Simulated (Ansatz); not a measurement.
The cluster Ga₂F₄, relaxed as a singlet with RKS r2SCAN-D4/def2-SVP in Ansatz, starting from the GFN2-xTB geometry. Force threshold 0.02 eV/Å.

The structure comes from a short search, and lower isomers may exist.

Start:

```xyz
6

Ga   -0.584    1.063   -0.021
Ga    0.601   -1.058    0.010
F     2.238   -1.170   -0.639
F    -1.626    1.466   -1.388
F    -0.203   -2.473    0.695
F    -0.426    2.172    1.343
```

Problem. Estimate the energy that the relaxation releases and the steps that it takes.

Solution. 1.8 kcal/mol, in 6 steps; 14 s on 2 threads of AMD EPYC 7R13 on a shared host. No frequencies were taken in this run, so the end may be a saddle point.

Problem. Does the start keep its bonding and symmetry?

Solution. By distances, no bond broke or formed. The bond that changes most is Ga1–Ga2, from 2.43 to 2.40 Å (atoms count from 1).

Problem. Predict the relaxed structure.

Solution. 
Cartesian coordinates in Å:
```
Ga -0.5874 1.0484 -0.0146
Ga 0.5871 -1.0495 0.0153
F 2.1980 -1.2565 -0.6189
F -1.6085 1.5537 -1.3346
F -0.0980 -2.5114 0.6750
F -0.4911 2.2153 1.2777
```
Bond lengths (bridged metal pairs left out): 4 × F–Ga 1.74 Å; 1 × Ga–Ga 2.40 Å.
